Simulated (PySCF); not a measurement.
## Computed data sheet: `C1CC2([C@H]1SC)CC2`

Species: C₇H₁₂S.
Atom-mapped SMILES: `[CH3:1][S:2][C@H:3]1[CH2:4][CH2:5][C:6]12[CH2:7][CH2:8]2` (hydrogens: H9, H10, H11 on C1; H12 on C3; H13, H14 on C4; H15, H16 on C5; H17, H18 on C7; H19, H20 on C8)

Structural features include: sulfide, cyclopropane ring and cyclobutane ring.

PBE0-D3(BJ)/def2-SVP geometry optimisation, gas phase (PySCF):

```yaml
Point_group: C1
Rotational_constants_A_B_C: 2.924, 1.253, 1.001 GHz
```

**wB97X-D/def2-SVPD ground state and vertical TDDFT (core frozen in the response) (PySCF)**

```yaml
Dipole_moment: 1.63 D
HOMO_energy: -8.08 eV
LUMO_energy: 2.19 eV
HOMO–LUMO_gap: 10.27 eV
Lowest_singlet_excitation: 5.60 eV (221 nm, f = 0.001)
Strongest_line_among_the_6_lowest_singlet_transitions: S2 at 6.39 eV (194 nm, f = 0.032)
Static_isotropic_polarisability: 100.0 au
Electronic_spatial_extent_⟨r²⟩_about_the_centre_of_nuclear_charge: 1272 bohr²
```

Monoisotopic mass (most abundant isotopes): 128.0660 u.

The rotational constants make it an asymmetric top with κ = (2B − A − C)/(A − C) = -0.74, nearer the prolate limit (−1). The dipole equals about 5.4 × 10⁻³⁰ C·m (1 D = 3.33564 × 10⁻³⁰ C·m). With B = h/(8π²I), that is 505.379 GHz u Å² over I, the principal moments of inertia are 172.8, 403.3 and 504.8 u Å² (most abundant isotopes); the inertial defect Ic − Ia − Ib is -71.3 u Å² (zero for a rigid planar frame, negative otherwise). The polarisability is 14.82 Å³ as a volume (1 au = 0.148185 Å³), or 1.43 au for each of the 70 electrons. The principal polarisabilities are 85.9, 97.5 and 116.6 au; their mean is the isotropic value. The largest Löwdin shares of the HOMO are 0.67 on S2, 0.10 on C1, 0.09 on C3 and 0.05 on C4.

Shape of the structure used: `[CH3:1][S:2][C@H:3]1[CH2:4][CH2:5][C:6]12[CH2:7][CH2:8]2`: C1–S2–C3–C4 84°.

One conformer stands for the species.
